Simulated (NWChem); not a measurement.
Molecule: sulfur difluoride (SF2); SMILES FSF

```xyz
3

F      1.2275     0.0000    -0.4916
S      0.0000     0.0000     0.5530
F     -1.2275     0.0000    -0.4916
```
Atoms are numbered in this order, from 1.

Results from NWChem. Pople sets run with spherical d functions. Structure relaxed at the PBE0/def2-SVP level. Total energies compare along this basis series because the functional is fixed.

```csv
level,basis functions,energy (Ha),highest occupied level (eV),orbital gap (eV),dipole (D)
B3LYP/STO-3G,19,-590.4591,-2.31,7.03,0.45
B3LYP/3-21G,31,-594.7303,-6.62,5.54,1.31
B3LYP/6-31G*,46,-597.7930,-6.72,5.09,1.23
B3LYP/6-31+G*,58,-597.8196,-7.28,4.94,1.42
B3LYP/def2-SVP,46,-597.5363,-6.87,5.26,1.43
B3LYP/def2-SVPD,73,-597.5687,-7.31,4.99,1.21
B3LYP/def2-TZVP,99,-597.9471,-7.09,4.98,1.23
B3LYP/6-311++G**,74,-597.8987,-7.39,4.98,1.55
B3LYP/aug-cc-pVTZ,142,-597.9426,-7.21,4.97,1.14
```
